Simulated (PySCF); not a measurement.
## `O[C@@H]1C[C@]12CCOC2`, C₆H₁₀O₂

Cartesian coordinates in Å; atom numbers follow the order of the lines, from 1:
```xyz
18

O     2.147    0.824   -0.784
C     1.528    0.293    0.342
C     1.239   -1.184    0.416
C     0.119   -0.207    0.209
C    -0.624   -0.108   -1.112
C    -1.907    0.612   -0.688
O    -2.167    0.167    0.629
C    -0.923    0.076    1.288
H     3.051    0.495   -0.838
H     1.798    0.796    1.270
H     1.533   -1.789   -0.429
H     1.330   -1.677    1.372
H    -0.855   -1.102   -1.498
H    -0.054    0.448   -1.853
H    -2.776    0.365   -1.298
H    -1.753    1.701   -0.694
H    -0.695    1.021    1.806
H    -0.999   -0.724    2.029
```

Method used: PySCF, TDDFT CAM-B3LYP/def2-SVPD circular dichroism and optical rotation, one conformer, gas phase. Geometry: GFN2-xTB.

The molecule is flexible and this is one conformer; a measurement averages over conformers.

(1) Draw the ECD and absorption spectra from the lowest 12 states, each a Gaussian of half-width 0.25 eV at 1/e height.

Answers

(1) 
```tsv
E (eV)	λ (nm)	Δε (L mol⁻¹ cm⁻¹)	ε (L mol⁻¹ cm⁻¹)
6.51	190	+0.21	5.46
6.66	186	+1.61	49.8
6.81	182	+5.76	250
6.96	178	+9.72	719
7.11	174	+8.78	1260
7.26	171	+8.61	1490
7.41	167	+8.87	1400
7.56	164	-3.12	1390
7.71	161	-21.65	2090
7.86	158	-23.81	3240
8.01	155	-11.44	4090
8.16	152	-1.83	4350
```
Δε uses R in velocity form, ε uses f in length form. Only the states computed contribute, so the short-wavelength end is incomplete.

The sign of the CD band at 151 nm isn't settled: the length form gives the opposite one.
